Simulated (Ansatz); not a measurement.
Reaction (ligand exchange at the Si–C bond): `N=C([SiH3])[SiH3]` + `SS` → `[SiH3]SS` + `N=C[SiH3]`

Gas-phase electronic energies from Ansatz, PBE0-D4/def2-TZVP geometries. CCSD(T)/CBS is the MP2 limit (def2-TZVPP, def2-QZVPP) plus CCSD(T) − MP2 in def2-TZVPP, frozen cores. This one scheme is used for every species. Functionals use def2-TZVPP. B3LYP here is the variant with VWN-RPA as its local correlation; programs differ in this. HSE06 is defined as in plane-wave codes. One conformer a species, not always the lowest.

`N=C([SiH3])[SiH3]`:

```xyz
11

N     0.642   -1.459   -0.890
C     0.174   -0.430   -0.293
Si    0.706    0.068    1.462
Si   -1.100    0.592   -1.259
H     1.323   -1.962   -0.309
H     1.705   -0.935    1.923
H    -0.467    0.081    2.374
H     1.309    1.427    1.454
H    -0.593    1.985   -1.395
H    -1.334   -0.013   -2.591
H    -2.364    0.648   -0.476
```

`SS`:

```xyz
4

S     0.021    1.092   -0.270
S     0.835   -0.708    0.260
H    -0.823    0.659   -1.226
H    -0.032   -1.042    1.236
```

`[SiH3]SS`:

Cartesian coordinates in Å:
```
Si -0.428 -0.607 0.686
S -0.862 0.403 -1.154
S 0.705 1.747 -1.084
H -0.438 0.355 1.814
H 0.898 -1.269 0.602
H -1.499 -1.624 0.858
H 1.623 0.996 -1.721
```

`N=C[SiH3]`:

Cartesian coordinates in Å:
```
N -0.212 1.496 -0.806
C 0.462 0.500 -0.398
Si -0.390 -0.865 0.590
H 0.371 2.157 -1.325
H 1.540 0.403 -0.602
H 0.272 -0.986 1.917
H -0.215 -2.159 -0.125
H -1.827 -0.546 0.749
```

```tsv
level	ΔE (kJ/mol)	difference from CCSD(T)/CBS
PBE-D4	-63.5	3.7
revPBE-D4	-63.0	4.2
BLYP-D4	-61.4	5.8
r2SCAN-D4	-66.8	0.4
PBE0-D4	-66.9	0.3
r2SCANh-D4	-67.8	-0.6
r2SCAN0-D4	-69.1	-1.9
HSE06-D4	-66.9	0.3
BHLYP-D4	-68.3	-1.1
CAM-B3LYP-D4	-63.9	3.3
ωB97X-V	-66.0	1.2
ωB97M-V	-66.1	1.1
B2PLYP	-67.1	0.1
PBE-QIDH	-69.9	-2.7
PBE	-64.3	2.9
BLYP	-62.9	4.3
r2SCAN	-67.3	-0.1
PBE0	-67.7	-0.5
B3LYP	-65.6	1.6
r2SCANh	-68.3	-1.1
r2SCAN0	-69.7	-2.5
HSE06	-67.7	-0.5
BHLYP	-68.9	-1.7
CAM-B3LYP	-64.8	2.4
LC-ωPBE	-67.1	0.1
RPA@PBE/def2-TZVPP	-61.7	5.5
MP2/def2-SVP	-66.1	1.1
CCSD/def2-SVP	-64.1	3.1
CCSD(T)/def2-SVP	-62.8	4.4
HF/def2-TZVPP	-72.8	-5.6
MP2/def2-TZVPP	-69.5	-2.3
SCS-MP2/def2-TZVPP	-68.3	-1.1
CCSD/def2-TZVPP	-65.7	1.5
CCSD(T)/def2-TZVPP	-64.8	2.4
HF/def2-QZVPP	-72.2	-5.0
MP2/def2-QZVPP	-70.6	-3.4
SCS-MP2/def2-QZVPP	-69.5	-2.3
HF/CBS(def2)	-72.1	-4.9
MP2/CBS(def2)	-71.9	-4.7
CCSD/CBS(def2)	-68.0	-0.8
CCSD(T)/CBS	-67.2	0
```

Largest T1 diagnostic among the species: 0.013.

Leaving LDA and LC-ωPBE aside and taking each functional with its dispersion term where it has one, the values spread over 8.5 kJ/mol, from PBE-QIDH to BLYP-D4. LDA lies +3.8 kJ/mol from PBE without D4. From PBE to PBE0 (25 % exact exchange), in def2-TZVPP and without D4, ΔE moves by −3.4 kJ/mol.
